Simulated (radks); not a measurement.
Problem. Nb2+, configuration [Ar] 3d10 4s2 4p5.5 4d3 4f0.5 (fractional occupations, a model configuration). All-electron calculation, scalar-relativistic Kohn-Sham, BLYP, spin-unpolarised, spherical densities, finite nucleus; Fermi nuclear charge, rms radius 4.324 fm. Program: a radial shooting solver on a logarithmic mesh with Libxc functionals. Some entries of the table are withheld. Estimate them.

| orbital | occ. | eigenvalue (eV) | <r> (bohr) |
|---|---|---|---|
| 1s | 2 | (1) | 0.03609 |
| 2s | 2 | -2654.723 | 0.1580 |
| 2p | 6 | -2373.335 | 0.1377 |
| 3s | 2 | -461.9400 | (2) |
| 3p | 6 | -369.9691 | (3) |
| 3d | 10 | -219.5220 | (4) |
| 4s | 2 | -80.4636 | 1.146 |
| 4p | 5.5 | -56.1678 | (5) |
| 4d | 3 | (6) | 1.776 |
| 4f | 0.5 | -5.5887 | 5.741 |

Solution. 
(1) 1s eigenvalue (eV): -18835.47
(2) 3s <r> (bohr): 0.4433
(3) 3p <r> (bohr): 0.4458
(4) 3d <r> (bohr): 0.4329
(5) 4p <r> (bohr): 1.276
(6) 4d eigenvalue (eV): -22.5737
